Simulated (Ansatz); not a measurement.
Consider the formal exchange of groups at a C–N bond: `CC(C)N([SiH3])C(C)C` + `CC(C)(C)C(=O)CC=O` → `CC(C)C(=O)CC(=O)C(C)(C)C` + `CC(C)N[SiH3]`.

Program: Ansatz. Geometries: PBE0-D4/def2-TZVP. ΔE: electronic, gas phase. CCSD(T)/CBS adds triple-zeta CCSD(T) − MP2 to the extrapolated MP2 energy (def2 sets, frozen cores). DFT in def2-TZVPP. B3LYP here is the variant with VWN-RPA as its local correlation; programs differ in this. Each species was taken in one conformer, which may not be the lowest.

```
         level  ΔE (kcal/mol)
         B3LYP          -15.9
MP2/def2-TZVPP          -14.4
```

**Question.** What does CCSD(T)/CBS give? (An estimate is asked.)

**Answer.** Ansatz gave: -14.6 kcal/mol. The listed levels differ from it by -1.3, 0.2 kcal/mol.

Largest T1 diagnostic among the species: 0.014.

The D4 term adds +1.9 kcal/mol with B3LYP and +1.1 kcal/mol with PBE0; it sums over pairs of atoms, weighted by their polarisabilities, and B3LYP, whose exchange is more repulsive, gets the larger term. In def2-TZVPP, CCSD(T) changes the Hartree–Fock value by +2.2 kcal/mol (the triples alone add +0.2 kcal/mol) and MP2 by +1.9 kcal/mol. Leaving LDA and LC-ωPBE aside and taking each functional with its dispersion term where it has one, the values, not all of them listed here, spread over 2.1 kcal/mol, from r2SCAN0-D4 to revPBE-D4.

CCSD(T)/CBS has its own doubt, a few kJ/mol and more with outer-core shells, so smaller differences from it don't rank the levels.
